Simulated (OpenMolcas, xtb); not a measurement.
## A ladder of methods for C2H5NSi (SMILES C[SiH2]C#N)

C2H5NSi: 9 atoms, total charge 0, spin state singlet. SMILES: `C[SiH2]C#N`. The shape is that of a PBE0-D4/def2-TZVP optimisation.

| atom | x (Å) | y (Å) | z (Å) |
| --- | --- | --- | --- |
| C | -0.6720 | 0.9311 | -0.4975 |
| Si | -0.1468 | -0.5546 | 0.4883 |
| C | 1.6383 | -0.9101 | 0.1298 |
| N | 2.7473 | -1.1124 | -0.1076 |
| H | -0.5541 | 0.7461 | -1.5668 |
| H | -0.0728 | 1.8034 | -0.2298 |
| H | -1.7219 | 1.1604 | -0.3009 |
| H | -0.8933 | -1.7794 | 0.1170 |
| H | -0.2364 | -0.3308 | 1.9503 |

Each level gives the vertical energy of the triplet above the singlet (eV). The values are calculated.

```csv
level,kind,program,value (eV),less CCSD(T)/cc-pVDZ,CPU time (all runs)
GFN0-xTB,semi-empirical,xtb,4.30,-2.22,under 2 s
HF/cc-pVDZ,Hartree–Fock,OpenMolcas,5.19,-1.33,40 s
SVWN5/cc-pVDZ,LDA,OpenMolcas,6.39,-0.13,2.3 min
BLYP/cc-pVDZ,GGA,OpenMolcas,6.23,-0.29,2.7 min
r2SCAN/cc-pVDZ,meta-GGA,OpenMolcas,6.05,-0.47,4 min
B3LYP/cc-pVDZ,global hybrid,OpenMolcas,6.22,-0.30,4.1 min
PBE0/cc-pVDZ,global hybrid,OpenMolcas,6.12,-0.40,4.6 min
"CCSD(T)/cc-pVDZ, open shells restricted",coupled cluster or CI,OpenMolcas,6.52,0.00,2.6 min
```

Differences are taken from CCSD(T)/cc-pVDZ, open shells restricted for orientation; it has basis-set and higher-order errors of its own. The values span 4.30 to 6.52 eV. GFN0-xTB: no spin polarisation, so open shells miss the exchange term that lowers them. Times are those of the runs behind each value, whatever else they computed, on shared processors of several kinds: orders of magnitude only.
